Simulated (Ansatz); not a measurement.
A further run on ZrO2.

```yaml
crystal:
  periodic: [false, false, false]
  atoms:
    - {symbol: Zr, position_ang: [-0.564290, -0.394521, 0.056594]}
    - {symbol: O, position_ang: [-0.536615, 1.327623, -0.312155]}
    - {symbol: O, position_ang: [1.100905, -0.933093, 0.255562]}
basis:
  gaussian: {orbitals: def2-mTZVP}
magnetization: {spin_polarized: true, initial_magnetization: 2}
hamiltonian: {xc: {name: wB97}}
scf: {omitted_lower_state_checks: [starts]}
```

```sh
$ ansatz run in.yaml --threads 4 --pin off --events-out ev --progress --plain --max-ram 3916MiB
```

It prints (some lines left out):

```
Functional definition: wB97
625 factors; their error is unknown
310 factors; integrals over basis functions are off by at most 4.8e-5 eV
mean field evaluation 1: about -5362.1082 eV, gradient 5.2e1 eV
mean field evaluation 2: about -5328.7014 eV, gradient 1.1e2 eV
mean field evaluation 4: about -5372.8172 eV, gradient 2.5e0 eV
mean field evaluation 8: about -5372.9152 eV, gradient 1.8e-1 eV
mean field evaluation 16: about -5372.9193 eV, gradient 1.7e-3 eV
mean field -5372.91933523 eV, -197.4511436741 hartree, gradient 4.2e-5 eV, S^2 2.046291; 0 other end points of the search recorded, 0 dependent functions left out
reference -5372.91932902 eV, -197.4511434459 hartree; 15, 13 occupied and 66, 68 virtual orbitals, 625 factors
Total energy: -5372.91932902 eV, -197.4511434459 hartree
Checks for a lower state left out: starts
```

Hardware: 4 threads of INTEL XEON PLATINUM 8581C on a shared host. Wall time 4.4 s.

In the def2 sets Zr takes a core potential; there is no spin–orbit coupling.
